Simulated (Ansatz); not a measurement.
Basis sets compared for (KH)4 cube (K₄H₄). Total charge 0; singlet. Geometry PBE0-D4/def2-SVP. Ansatz on 4 threads of Arm Neoverse V1 on a shared host; times are rough, and most runs start from earlier orbitals.

Cartesian coordinates in Å:
```
K -0.807 -0.091 2.163
H -0.295 2.068 0.770
K -1.517 1.113 -1.342
H -1.944 -1.084 0.021
K 0.306 -2.147 -0.799
H 1.461 -1.072 1.293
K 2.018 1.125 -0.022
H 0.778 0.088 -2.084
```

Binding counts from free atoms (K doublet, H doublet) in the same basis, without a counterpoise term.

```tsv
level	functions	energy (Eh)	HOMO (eV)	LUMO (eV)	binding per atom (eV)	wall time
PBE-D4/def2-SVP	116	-2400.8744	-3.53	-0.60	1.46	2.2 s
PBE0-D4/def2-SVP	116	-2401.0770	-4.54	-0.16	1.46	2.8 s
```

Q: Estimate the rows for PBE-D4/def2-TZVP, PBE0-D4/def2-TZVP.

A: 
| level | functions | energy (Eh) | HOMO (eV) | LUMO (eV) | binding per atom (eV) | wall time |
| --- | --- | --- | --- | --- | --- | --- |
| PBE-D4/def2-TZVP | 156 | -2401.1951 | -3.60 | -0.60 | 1.47 | 2.9 s |
| PBE0-D4/def2-TZVP | 156 | -2401.3920 | -4.62 | -0.14 | 1.47 | 3.7 s |
